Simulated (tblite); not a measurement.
H$_{6}$GeSi, charge -1, doublet, at the geometry of the source list (a state made from the parent by changing its charge; the spin is typed, not shown lowest); GFN1-xTB in tblite 0.6.0.

Input for tblite:
```
$ tblite run mol.xyz --method gfn1 --charge -1 --spin 1 --efield 0,0,0.1 --json tblite.json --no-restart

# file mol.xyz
8

Si    -1.21110000     0.12330000     0.02170000
Ge     1.10560000    -0.10820000    -0.02010000
H     -1.78150000    -0.70980000     1.08100000
H     -1.58220000     1.51630000     0.26670000
H     -1.77570000    -0.29520000    -1.26210000
H      1.61100000    -1.42550000    -0.54140000
H      1.84580000     0.89320000    -0.85840000
H      1.78820000     0.00600000     1.31260000
```

Problem. What does tblite print? Leave out banner, timings and long lists.

Solution. 
```
xTB calculator
 | screened Coulomb repulsion
 | Coulomb electrostatics
 |  * isotropic Klopman-Ohno-Mataga-Nishimoto electrostatics
 |  * onsite third-order electrostatics
 | DFT-D3(BJ) dispersion correction
 | Interactions (1)
 | [1] electric field

halogen bonding energy    0.0000000000000E+00 Eh
repulsion energy          5.7921140783906E-02 Eh
dispersion energy        -2.0021143662932E-03 Eh
interaction energy        0.0000000000000E+00 Eh
number of electrons       1.5000000000000E+01 e
integral cutoff           4.0000000000000E+01 bohr

------------------------------------------------------------
  cycle        total energy    energy error   density error
------------------------------------------------------------
      1     -6.735919538549  -6.7918386E+00   2.9302520E-01
      2     -6.780088075963  -4.4168537E-02   2.6073770E-01
      3     -6.893767977947  -1.1367990E-01   1.2278922E-01
      4     -6.913769174958  -2.0001197E-02   4.2017825E-02
      5     -6.917306966000  -3.5377910E-03   4.2479237E-02
      6     -6.912355014571   4.9519514E-03   4.4649939E-02
      7     -6.947472452113  -3.5117438E-02   7.6637521E-02
      8     -6.918439101398   2.9033351E-02   4.5498194E-02
      9     -6.881532140291   3.6906961E-02   1.1925319E-01
     10     -6.819786614021   6.1745526E-02   2.0345563E-01
     11     -6.791579361962   2.8207252E-02   2.3499348E-01
     12     -6.791180587134   3.9877483E-04   2.3550314E-01
     13     -6.790638354796   5.4223234E-04   2.3590840E-01
     14     -6.736757813146   5.3880542E-02   3.0416823E-01
     15     -6.719160516095   1.7597297E-02   3.4438574E-01
     16     -6.727288921569  -8.1284055E-03   3.2299198E-01
     17     -6.737679663980  -1.0390742E-02   3.0382415E-01
     18     -6.733306351973   4.3733120E-03   3.1085882E-01
     19     -6.734326459733  -1.0201078E-03   3.0884849E-01
     20     -6.735089659570  -7.6319984E-04   3.0560634E-01
     21     -6.752093595195  -1.7003936E-02   2.7422514E-01
     22     -6.728942125942   2.3151469E-02   2.9856084E-01
     23     -6.754984316905  -2.6042191E-02   2.6596227E-01
     24     -6.717409740270   3.7574577E-02   3.0895866E-01
     25     -6.747514457427  -3.0104717E-02   2.7011498E-01
     26     -6.733831180699   1.3683277E-02   2.8223863E-01
     27     -6.774788929843  -4.0957749E-02   2.3551648E-01
     28     -6.763791913549   1.0997016E-02   2.3865234E-01
     29     -6.815984146903  -5.2192233E-02   1.8436161E-01
     30     -6.795706098452   2.0278048E-02   1.9797730E-01
     31     -6.801471144347  -5.7650459E-03   1.9216858E-01
     32     -6.800688058696   7.8308565E-04   1.9185610E-01
     33     -6.812665560439  -1.1977502E-02   1.7994594E-01
     34     -6.799762037993   1.2903522E-02   1.9233956E-01
     35     -6.799104834679   6.5720331E-04   1.9310092E-01
     36     -6.824117140714  -2.5012306E-02   1.6671787E-01
     37     -6.841446057000  -1.7328916E-02   1.4650461E-01
     38     -6.865779287500  -2.4333230E-02   1.1511714E-01
     39     -6.884026778094  -1.8247491E-02   8.6242007E-02
     40     -6.892360831544  -8.3340535E-03   7.0007345E-02
     41     -6.894072480712  -1.7116492E-03   6.6008448E-02
     42     -6.894289972327  -2.1749162E-04   6.5215265E-02
     43     -6.890172264093   4.1177082E-03   7.1730203E-02
     44     -6.889135246247   1.0370178E-03   7.5004299E-02
     45     -6.896765113101  -7.6298669E-03   5.6422641E-02
     46     -6.900250730752  -3.4856177E-03   4.4319219E-02
     47     -6.902256875787  -2.0061450E-03   3.5607802E-02
     48     -6.903560456826  -1.3035810E-03   2.8873682E-02
     49     -6.904546058911  -9.8560209E-04   2.2426997E-02
     50     -6.905170844334  -6.2478542E-04   1.6893001E-02
     51     -6.905531125851  -3.6028152E-04   1.2676067E-02
     52     -6.905787286793  -2.5616094E-04   8.6680087E-03
     53     -6.905942834873  -1.5554808E-04   4.3851813E-03
     54     -6.905984418051  -4.1583178E-05   1.3758120E-03
     55     -6.905986721995  -2.3039438E-06   9.2977325E-04
     56     -6.905988393520  -1.6715252E-06   9.4064206E-04
     57     -6.905986092701   2.3008187E-06   9.2561912E-04
     58     -6.905985164483   9.2821865E-07   9.5206250E-04
     59     -6.905987293413  -2.1289306E-06   2.3188592E-04
     60     -6.905987278002   1.5411579E-08   2.9742172E-04
     61     -6.905987336604  -5.8602199E-08   2.1311681E-04
     62     -6.905987425630  -8.9026508E-08   6.3819114E-05
     63     -6.905987434638  -9.0074579E-09   2.8022261E-05
     64     -6.905987436530  -1.8920723E-09   9.0817233E-06
------------------------------------------------------------

electronic energy        -6.9619064629476E+00 Eh
total energy             -6.9059874365300E+00 Eh

Post processing:
 | Mayer-Wiberg bond orders

[Info] JSON dump of results written to 'tblite.json'
```
